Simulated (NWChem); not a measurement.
Molecule: C3H6OSi; SMILES C#CC[SiH2]O

```xyz
11

C      0.7786    -2.3245     0.1649
C     -0.1234    -1.5386    -0.1035
C     -1.0906    -0.4930    -0.3881
Si    -0.3382     1.1569     0.2381
O      1.2615     1.2329    -0.2619
H      1.5292    -3.0684     0.3910
H     -2.0642    -0.6865     0.1124
H     -1.2864    -0.4181    -1.4798
H     -1.0448     2.3300    -0.3723
H     -0.4881     1.1813     1.7367
H      1.7102     0.3706    -0.1578
```
Atoms are numbered in this order, from 1.

Results from NWChem. Pople sets run with spherical d functions. Coordinates come from a PBE-D3(BJ)/def2-SVP optimisation. Level: M06-2X/6-31G* with SMD (1 M gas to 1 M solution), gas-phase geometry. Reactions with the solvent are ignored.

Q: Order these by “solvation free energy (kcal/mol)”, lowest first: chloroform; methanol; water.

A: methanol (-6.5), chloroform (-5.5), water (-4.1)
